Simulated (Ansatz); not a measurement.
One change: `CCN(C)BCl` becomes `CC[N](C)[Al]([Cl])[Cl]`.

Ansatz, PBE0-D4/def2-TZVP geometries, multiplicity 1. Each molecule was computed in one conformer, which needn't be the lowest.

| property | `CCN(C)BCl` |
| --- | --- |
| LUMO energy (B3LYP/def2-TZVPP) / eV | 0.00 |
| HOMO–LUMO gap (PBE0/def2-TZVPP) / eV | 7.60 |
| HOMO energy (PBE/def2-TZVPP) / eV | -6.13 |
| LUMO energy (ωB97M-V/def2-TZVPP) / eV | 2.05 |
| HOMO–LUMO gap (ωB97M-V/def2-TZVPP) / eV | 11.69 |
| size of the dipole moment (B3LYP/def2-TZVPP) / D | 2.81 |

What does the change do to each property? (Estimate.)

Computed: 
```csv
property,`CC[N](C)[Al]([Cl])[Cl]`,shift
LUMO energy (B3LYP/def2-TZVPP) / eV,-0.75,-0.75
HOMO–LUMO gap (PBE0/def2-TZVPP) / eV,6.32,-1.28
HOMO energy (PBE/def2-TZVPP) / eV,-5.56,0.57
LUMO energy (ωB97M-V/def2-TZVPP) / eV,1.18,-0.87
HOMO–LUMO gap (ωB97M-V/def2-TZVPP) / eV,10.29,-1.40
size of the dipole moment (B3LYP/def2-TZVPP) / D,2.34,-0.47
```

With PBE0 the HOMO rises by 0.57 eV and the LUMO falls by 0.72 eV, so the gap narrows by about 1.29 eV. PBE moves the HOMO by 0.57 eV and ωB97M-V by 0.54 eV. Dipoles are sizes alone; their direction can turn.

B3LYP here is the variant with VWN-RPA as its local correlation; programs differ in this.
